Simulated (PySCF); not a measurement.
C₆H₄F₃N₃.
Structure used (GFN2-xTB), in Å, numbered top down from 1:
```xyz
16
C6H4F3N3 angstrom
C     -2.8173    0.8583   -1.5472
C     -2.4580    0.1037   -0.6916
C     -1.9811   -0.8031    0.3352
N     -0.6513   -0.4501    0.7692
C      0.4367   -0.1945    0.0178
C      1.4197    0.0757    0.9504
C      2.8468    0.4293    0.7263
F      3.6938   -0.4813    1.2272
F      3.1200    0.5182   -0.5898
F      3.1835    1.6079    1.2652
N      0.8727   -0.0333    2.1806
N     -0.3545   -0.3433    2.0566
H     -3.1544    1.5155   -2.2922
H     -1.9829   -1.8298   -0.0525
H     -2.6243   -0.7532    1.2193
H      0.4430   -0.2110   -1.0510
```

Probes without a nucleus sit at each ring's centroid and 1 Å off its mean plane on both sides; NICS is minus the shielding there, NICSzz its component along the normal. Level: GIAO PBE0/pcSseg-1 (PySCF, non-relativistic, gas phase) on the GFN2-xTB geometry, one conformer.

Ring bond lengths (Å), with Mayer bond orders in brackets: N4–C5 1.347 (1.15), C5–C6 1.382 (1.38), C6–N11 1.351 (1.33), N11–N12 1.272 (1.51), N12–N4 1.325 (1.17).

Q: What do the NICS probes read (ppm)?

A: 
```csv
ring,type,NICS(0),"NICS(1), two faces","NICS(1)zz, two faces",rms pucker (Å),"centre to ring atoms, mean (Å)"
N4–C5–C6–N11–N12,5-membered ring with 3 N; formal bonds all aromatic,-13.1,-12.9 / -13.0,-31.9 / -31.9,0.00,1.14
```

Q: What do they say, and how far can they be read as aromaticity?

A: 
- N4–C5–C6–N11–N12: mean NICS(1)zz -31.9 ppm, shielded, aromatic by this magnetic criterion (flat ring, no four-coordinate atom).

Q: And the bond-length index? Use HOMA with the parameters of Krygowski (1993).

A: 
- N4–C5–C6–N11–N12: HOMA 0.95; the largest term is that of N11–N12, α(R − Ropt)² = 0.18. The geometric and the magnetic index point the same way.

Q: List the ring angles and the Hirshfeld charges of the ring atoms.

A: 
- N4–C5–C6–N11–N12: N4 110.2° (+0.052 e), C5 103.6° (-0.014 e), C6 108.1° (-0.030 e), N11 108.8° (-0.127 e), N12 109.3° (-0.063 e); sum 540.0° against 540° for a flat convex ring.

Q: How shielded are the nuclei of the rings and their hydrogens (means over atoms taken as equivalent)?

A: 
```tsv
atoms	environment	σ isotropic (ppm)
N4	pyrrole-type nitrogen	1.9
C5	aromatic CH next to a ring nitrogen	55.6
C6	substituted aromatic carbon	39.6
N11	pyridine-type nitrogen	-118.6
N12	pyridine-type nitrogen	-137.1
H16	aromatic hydrogen	23.50
```
